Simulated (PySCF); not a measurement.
In(NH2)3 (H6InN3), SMILES [NH2][In]([NH2])[NH2].

Geometry optimised at B3LYP-D3(BJ)/def2-SVP. The structure was generated by enumeration; whether it is a known compound was not checked. The def2 effective core potentials stand for the cores of In; spin–orbit coupling is left out. The values are those of a single conformer.

These are TDDFT-CAM-B3LYP/def2-SVPD (PySCF 2.14.0) values and carry that method's errors.

Vertical excitations. Gas-phase values at a fixed geometry. State labels are in the subgroup Cs.

Task: Give excitation energies, oscillator strengths and character. (The exact figures need the calculation; the answer reports its results.)

Result: 
```tsv
state	symmetry	energy (eV)	λ (nm)	f	main pairs
S1	A"	4.92	252	0.038	HOMO→LUMO 89 %
S2	A'	5.01	248	0.006	HOMO−1→LUMO 88 %
S3	A'	5.61	221	0.129	HOMO−2→LUMO 81 %
S4	A"	6.18	201	0.044	HOMO→LUMO+1 90 %
S5	A'	6.36	195	0.089	HOMO−1→LUMO+1 84 %
S6	A'	6.87	180	0.013	HOMO−2→LUMO+1 90 %
S7	A"	6.92	179	0.004	HOMO→LUMO+3 69 %, HOMO→LUMO+4 20 %
S8	A'	6.98	178	0.016	HOMO→LUMO+2 69 %
S9	A"	7.16	173	0.020	HOMO−1→LUMO+2 53 %, HOMO→LUMO+4 14 %, HOMO→LUMO+3 9 %
S10	A'	7.18	173	0.033	HOMO−1→LUMO+3 50 %, HOMO−1→LUMO+4 25 %
T1	A"	4.31	288	0	HOMO→LUMO 83 %
T2	A'	4.60	270	0	HOMO−1→LUMO 80 %
T3	A'	4.88	254	0	HOMO−2→LUMO 76 %
T4	A"	5.52	224	0	HOMO→LUMO+1 90 %
```
Triplets are in the Tamm–Dancoff approximation, which puts them higher than full response would, so one can lie above its singlet here.
